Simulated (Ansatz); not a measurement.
Basis sets compared for SeF₄. The state is a singlet with charge 0. Geometry r2SCAN-D4/def2-SVP. Ansatz on 4 threads of Arm Neoverse V2 on a shared host; times are rough, and most runs start from earlier orbitals.

```xyz
5

Se   -0.279   -0.427    0.002
F    -1.441    0.535    0.966
F     1.065   -1.111   -0.963
F     0.928    0.114    1.108
F    -0.273    0.889   -1.113
```

Binding counts from free atoms (Se triplet, F doublet) in the same basis, without a counterpoise term.

```tsv
level	functions	energy (Eh)	HOMO (eV)	LUMO (eV)	binding per atom (eV)	wall time
PBE-D4/def2-SVP	88	-2799.5510	-8.30	-3.45	3.06	0.45 s
PBE-D4/def2-TZVP	172	-2800.3723	-8.73	-3.81	3.11	0.9 s
r2SCAN-D4/def2-TZVP	172	-2800.9160	-9.13	-3.79	2.89	1.8 s
PBE0-D4/def2-SVP	88	-2799.5984	-10.11	-2.78	2.67	0.65 s
PBE0-D4/def2-TZVP (with forces)	172	-2800.4185	-10.38	-3.00	2.77	1.7 s
```

(1) Estimate the rows for PBE-D4/def2-TZVPD, r2SCAN-D4/def2-TZVPD, PBE0-D4/def2-TZVPD.

Answers

(1) 
```
               level  functions  energy (Eh)  HOMO (eV)  LUMO (eV)  binding per atom (eV)  wall time
   PBE-D4/def2-TZVPD        217   -2800.3784      -8.87      -3.94                   3.11      1.6 s
r2SCAN-D4/def2-TZVPD        217   -2800.9211      -9.21      -3.85                   2.89        3 s
  PBE0-D4/def2-TZVPD        217   -2800.4237     -10.46      -3.09                   2.78      2.2 s
```
